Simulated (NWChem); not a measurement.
FC1=COCO1 (C$_{3}$H$_{3}$FO$_{2}$), optimised at PBE0/def2-SVP with NWChem:

```
Item                               Value
---------------------------------  -----
highest occupied level (eV)        -5.97
orbital gap (eV)                    7.09
dipole (D)                          0.90
highest harmonic frequency (cm⁻¹)   3335
zero-point energy (kcal/mol)        39.0
```

All stand in one matching conformer (torsions within 35°), which need not be the lowest.

### Question
One H atom is replaced by F, giving C1OC(F)=C(O1)F (C₃H₂F₂O₂), optimised at the same level. How do these values move?

### Answer
| quantity | new value | change |
|---|---|---|
| highest occupied level (eV) | -6.10 | -0.13 |
| orbital gap (eV) | 7.41 | +0.32 |
| dipole (D) | 1.63 | +0.73 |
| highest harmonic frequency (cm⁻¹) | 3184 | -151 |
| zero-point energy (kcal/mol) | 34.3 | -4.7 |
